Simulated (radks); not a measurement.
Se, configuration [Ar] 3d10 4s2 4p4 (the NIST ground configuration).

Calculated with a radial shooting solver on a logarithmic mesh with Libxc functionals: non-relativistic Kohn-Sham, PBE, spin-polarised, spherical densities, point nucleus; open shells are filled with parallel spins first.

Energy parts (eV):
part                       energy
total                  -65339.532
kinetic                 65299.982
electron-nucleus      -156268.022
Hartree                 27989.044
exchange-correlation    -2360.535

Orbitals (lengths in bohr, moments of r in powers of bohr; r(90%) holds 90 % of the orbital's charge):
orbital  occ.  eigenvalue (eV)     <r^2>       <r^4>   <1/r>  r(90%)
1s up       1        -12301.14  0.002711  0.00001868   33.50  0.0801
1s down     1        -12301.05  0.002711  0.00001868   33.50  0.0801
2s up       1        -1561.736   0.04709    0.003818   7.404   0.309
2s down     1        -1561.688   0.04709    0.003818   7.404   0.309
2p up       3        -1402.361   0.03649    0.002660   7.381   0.281
2p down     3        -1402.272   0.03649    0.002660   7.381   0.281
3s up       1        -206.1075    0.3940      0.2478   2.426   0.872
3s down     1        -205.9822    0.3937      0.2472   2.426   0.872
3p up       3        -151.3149    0.4144      0.2934   2.310   0.909
3p down     3        -151.1727    0.4139      0.2921   2.310   0.908
3d up       5         -54.4250    0.4949      0.5534   2.035    1.04
3d down     5         -54.2326    0.4907      0.5394   2.038    1.04
4s up       1         -17.3425     3.834       24.02  0.7206    2.73
4s down     1         -15.7869     3.852       24.69  0.7239    2.74
4p up       3          -7.1511     6.131       68.63  0.5749    3.53
4p down     1          -5.6462     6.575       83.10  0.5645    3.69

The highest occupied level is 4p down at -5.646 eV. The spin density at the nucleus is -0.3976 e/bohr^3 (1s -0.1169, 2s 0.0378, 3s 0.0314, 4s -0.3499), a Fermi contact field of -20.8 T. The electron density at the nucleus is 2.708e+04 e/bohr^3. Virial ratio -V/T = 2.00061.
